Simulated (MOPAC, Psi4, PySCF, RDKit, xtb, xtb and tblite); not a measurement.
Two geometries of SMILES B[SiH2]CC, singlet, relaxed at GFN2-xTB with one dihedral held; other torsions can differ between them too.

Structure A

```
13

B     -1.9559     0.7047    -0.4476
Si    -0.9523    -0.8290     0.2287
C      0.9061    -0.6004    -0.2195
C      1.8513    -1.2469     0.7839
H     -2.4301     0.7134    -1.5174
H     -2.0825     1.6805     0.1858
H     -0.9980    -1.0038     1.6954
H     -1.3256    -2.1630    -0.2841
H      1.0910    -1.0197    -1.2098
H      1.1432     0.4641    -0.2881
H      1.7224    -0.8067     1.7696
H      1.6530    -2.3133     0.8619
H      2.8904    -1.1130     0.4838
```

Structure B

```
13

B     -1.9627     0.6876    -0.4418
Si    -0.9533    -0.8399     0.2454
C      0.8949    -0.6365    -0.2395
C      1.5157     0.6341     0.3270
H     -2.3293     0.7308    -1.5527
H     -2.2006     1.6232     0.2203
H     -0.9564    -1.0267     1.7108
H     -1.3448    -2.1628    -0.2821
H      1.4624    -1.4982     0.1132
H      0.9893    -0.6275    -1.3270
H      1.0074     1.5181    -0.0558
H      1.4418     0.6450     1.4125
H      2.5698     0.7082     0.0599
```

Task: Which is lower in energy at the level DF-MP2 (frozen core)/cc-pVTZ // GFN2-xTB (Psi4), and by how much?

Result: B is lower, by 1.79 kJ/mol (dihedral B1–Si2–C3–C4: 150° in A, 60° in B).

E(B) − E(A) in kJ/mol at the other levels, on the same two geometries: GFN2-xTB (xtb and tblite) -2.92; PBE0/def2-TZVP // GFN2-xTB (Psi4) -0.88; PBE0-D3(BJ)/def2-TZVP // GFN2-xTB (Psi4) -1.43; PBE/def2-TZVP // GFN2-xTB (Psi4) -0.43; PBE-D3(BJ)/def2-TZVP // GFN2-xTB (Psi4) -0.99; r2SCAN/def2-TZVP // GFN2-xTB (Psi4) -1.07; HF/cc-pVTZ // GFN2-xTB (Psi4) -1.50; UFF // GFN2-xTB (RDKit) -4.52; PM7, restricted, heats of formation // GFN2-xTB (MOPAC) -4.04; AM1, restricted, heats of formation // GFN2-xTB (MOPAC) -0.97; GFN1-xTB // GFN2-xTB (xtb) -2.25; restricted B3LYP/6-31G*, spherical d // GFN2-xTB (PySCF) -0.70; restricted B3LYP/6-311+G**, spherical d, density fitting // GFN2-xTB (PySCF) -0.60; restricted Hartree-Fock/STO-3G // GFN2-xTB (PySCF) -2.27; restricted Hartree-Fock/LANL2DZ, with its core potentials past Ne // GFN2-xTB (PySCF) -1.26.
